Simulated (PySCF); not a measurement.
A PySCF script (with the pyscf-properties extension) for the NMR shieldings of `O=CC([SiH3])([SiH3])[SiH2]C(F)F`, C3H10F2OSi3, on a GFN2-xTB geometry:

```python
import basis_set_exchange as bse
import numpy as np
from pyscf import gto, dft
from pyscf.prop import nmr

atoms = """
O    -0.914796   -0.404535   -2.488855
C    -1.442240   -0.294987   -1.397689
C    -0.636413   -0.065831   -0.214991
Si   -1.194290    1.556789    0.632525
Si   -0.886922   -1.556557    0.976874
Si    1.075143   -0.012007   -1.079832
C     2.395964    0.317349    0.305243
F     3.640905    0.262525   -0.246181
F     2.369830   -0.666327    1.256061
H    -2.536907   -0.374587   -1.297863
H    -0.417477    1.721904    1.859614
H    -2.623649    1.469750    0.941872
H    -0.964379    2.682041   -0.276161
H    -2.326101   -1.693450    1.229374
H    -0.187321   -1.270884    2.222471
H    -0.393480   -2.769152    0.326953
H     1.223399    1.137323   -1.970883
H     1.472425   -1.302707   -1.630625
H     2.336505    1.272592    0.844632
"""
names = dict.fromkeys(["O", "C", "Si", "F", "H"], "pcSseg-1")
basis = {el: gto.basis.parse(bse.get_basis(n, elements=[el], fmt="nwchem")) for el, n in names.items()}
mol = gto.M(atom=atoms, basis=basis, charge=0, verbose=0)
mf = dft.RKS(mol, xc="PBE0")
mf.grids.level = 2
mf.grids.alignment = dft.numint.BLKSIZE   # the property module wants whole blocks of grid points
mf.conv_tol = 1e-9
mf.kernel()

calc = nmr.RKS(mf)   # GIAO
C = mf.mo_coeff
Co = C[:, mf.mo_occ > 0]
resp = mf.gen_response(singlet=True, hermi=2)
def vind(x):   # induced exchange potential for any number of trial vectors
    d = np.einsum("pi,xij,qj->xpq", C, 2 * x.reshape(-1, C.shape[1], Co.shape[1]), Co, optimize=True)
    return np.einsum("xpq,pi,qj->xij", resp(d - d.transpose(0, 2, 1)), C, Co, optimize=True).ravel()
mo1, _ = nmr.rhf.solve_mo1(calc, with_cphf=vind)
sigma = calc.kernel(mo1)
for i, s in enumerate(sigma):   # ppm
    w = np.linalg.eigvalsh((s + s.T) / 2)
    print("%2d %-2s iso %8.1f  s11 %8.1f  s22 %8.1f  s33 %8.1f" % (i, mol.atom_pure_symbol(i), w.mean(), *w))
```

**Question.** What does it print?

**Answer.** 
```
 0 O  iso   -318.8  s11   -829.7  s22   -413.9  s33    287.1
 1 C  iso    -26.0  s11   -127.2  s22    -48.4  s33     97.6
 2 C  iso    158.1  s11    117.1  s22    147.1  s33    210.2
 3 Si iso    421.2  s11    384.1  s22    412.6  s33    466.8
 4 Si iso    417.4  s11    381.1  s22    410.5  s33    460.8
 5 Si iso    401.6  s11    362.9  s22    403.7  s33    438.1
 6 C  iso     59.1  s11     33.8  s22     65.3  s33     78.1
 7 F  iso    326.4  s11    192.5  s22    324.9  s33    461.7
 8 F  iso    322.5  s11    194.0  s22    317.4  s33    456.1
 9 H  iso     22.2  s11     19.0  s22     20.9  s33     26.7
10 H  iso     27.6  s11     24.4  s22     26.3  s33     32.0
11 H  iso     27.3  s11     23.6  s22     25.7  s33     32.7
12 H  iso     27.6  s11     23.5  s22     26.1  s33     33.4
13 H  iso     27.4  s11     23.7  s22     25.8  s33     32.7
14 H  iso     27.5  s11     24.4  s22     26.5  s33     31.7
15 H  iso     27.6  s11     23.7  s22     26.1  s33     33.1
16 H  iso     27.3  s11     24.0  s22     25.6  s33     32.2
17 H  iso     27.2  s11     24.2  s22     25.6  s33     31.8
18 H  iso     25.4  s11     22.9  s22     26.3  s33     26.8
```

These numbers come from an equivalent density-fitted implementation of the same equations, which agrees with the script to about 0.01 ppm for H and up to a few tenths of a ppm for heavy atoms, so last digits may differ.

**Question.** Turn these shieldings into chemical shifts. δ = σ(ref) − σ, references computed at the same level: ¹⁷O (σ = 336.08 ppm) vs H2O; ¹³C (σ = 186.93 ppm), ²⁹Si (σ = 349.16 ppm), ¹H (σ = 31.72 ppm) vs TMS; ¹⁹F (σ = 170.95 ppm) vs CFCl3.

**Answer.** Averaging equivalent atoms: O 0: 654.9; C 1: 212.9; C 6: 127.9; C 2: 28.8; Si 5: -52.4; Si 3/4: -70.1; F 7/8: -153.5; H 9: 9.53; H 18: 6.36; H 16/17: 4.47; H 10/11/12/13/14/15: 4.20 ppm. Unscaled 19F shifts against computed CFCl3 carry errors that often reach 10 to 50 ppm. Unscaled 17O shifts of doubly bonded oxygen tend to come out too high, by tens of ppm or more. Experimental scales use liquid or dissolved standards, which lie at an offset from isolated H2O (liquid H2O: subtract about 36 ppm).

Size and cost of the density-fitted run: 224 basis functions, 93 s wall time on 1 thread of an Arm Neoverse N1, shared host; peak memory 0.98 GiB.
